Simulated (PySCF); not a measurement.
C₆ coefficients of unlike pairs at UHF

Calculated with PySCF 2.14 from the dipole response of each species, C₆(A,B) = (3/π) ∫ α_A(iu) α_B(iu) du, in atomic units, from isotropic polarisabilities. For ions this is the dispersion term alone; charge-induced terms of lower order in 1/R come first.

```json
{"species": "Mg²⁺", "configuration": "[Ne] (1S)", "basis": "dyall-acv3z (20s13p7d4f)", "relativity": "none", "α (bohr³)": "0.4698", "C₆ (like pair)": "0.5590"}
{"species": "Kr⁺", "configuration": "[Ar] 3d10 4s2 4p5 (2P)", "basis": "def2-QZVPPD (12s8p5d4f1g)", "relativity": "none", "α (bohr³)": "10.63", "C₆ (like pair)": "65.62"}
{"species": "Ni³⁺", "configuration": "[Ar] 3d7 (4F)", "basis": "aug-cc-pwCVTZ-DK (10s9p7d4f3g)", "relativity": "spin-free X2C", "α (bohr³)": "1.516", "C₆ (like pair)": "3.559"}
{"species": "P", "configuration": "[Ne] 3s2 3p3 (4S)", "basis": "aug-cc-pV(Q+d)Z (7s6p5d3f2g)", "relativity": "none", "α (bohr³)": "25.46", "C₆ (like pair)": "188.0"}
```

(1) Estimate C₆ for P with Ni³⁺.

No spin-orbit coupling is included.

The other pairs:

```csv
pair,C₆
"Ni³⁺, Kr⁺",13.61
"P, Mg²⁺",6.477
"Ni³⁺, Mg²⁺",1.389
"Kr⁺, Mg²⁺",4.861
"P, Kr⁺",105.2
```

Answers

(1) The integral gives 19.10. The combination rule 2 C_A C_B / (C_A α_B/α_A + C_B α_A/α_B) gives 18.86 and the geometric mean 25.87.
